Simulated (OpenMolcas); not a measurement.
Computed levels of 4d2 in ions with 38 electrons, in cm-1 above 3F2.

```yaml
Program: OpenMolcas
Method: RASSCF
Basis: ANO-RCC-VQZP
Scalar_Hamiltonian: DKH2, point nucleus
Spin-orbit_coupling: RASSI with atomic mean-field integrals over the reference wave functions, term energies averaged over their components
```

Active space for each ion: 8 electrons in 8 orbitals (RAS1 4p, at most 2 holes; RAS2 4d).

| Level | Mo4+ | Tc5+ | Rh7+ |
| --- | --- | --- | --- |
| 3F3 | 1564 | 2072 | 3445 |
| 3F4 | 3376 | 4420 | 7165 |
| 1D2 | 12074 | 13625 | 16841 |
| 3P0 | 13304 | 14809 | 17762 |
| 3P1 | 13945 | 15686 | 19325 |
| 3P2 | 15499 | 17808 | 23008 |
| 1G4 | 20048 | 22586 | 27813 |
| 1S0 | 41339 | 46213 | 55897 |

Question: Estimate 3F4, 1D2, 3P0 for Ru6+ from its neighbours Tc5+ and Rh7+.

Answer: 3F4 is fine structure, which grows about as the fourth power of a screened charge, so the fourth roots are averaged: ((4420^0.25 + 7165^0.25) / 2)^4 = 5669. The calculation gives 5703, so the estimate is off by -0.6 %.
1D2 is another term, which grows about linearly with the charge: (13625 + 16841) / 2 = 15233. The calculation gives 15209, so the estimate is off by +0.2 %.
3P0 is another term, which grows about linearly with the charge: (14809 + 17762) / 2 = 16286. The calculation gives 16289, so the estimate is off by 0 %.

Mixed levels, with the weight of the term that names them: Ru6+ 1D2 (73 %), Ru6+ 3P2 (75 %), Rh7+ 1D2 (70 %), Rh7+ 3P2 (72 %).

Without dynamic correlation excited terms often stand tens of per cent too high (terms of higher spin than the ground term too low), and those without a measured partner can miss by more than the paired ones. Active for correlation alone: 4p; no level in the range computed is led by a configuration that opens it, so any true level of that kind is missing. Only configurations of the active space appear.
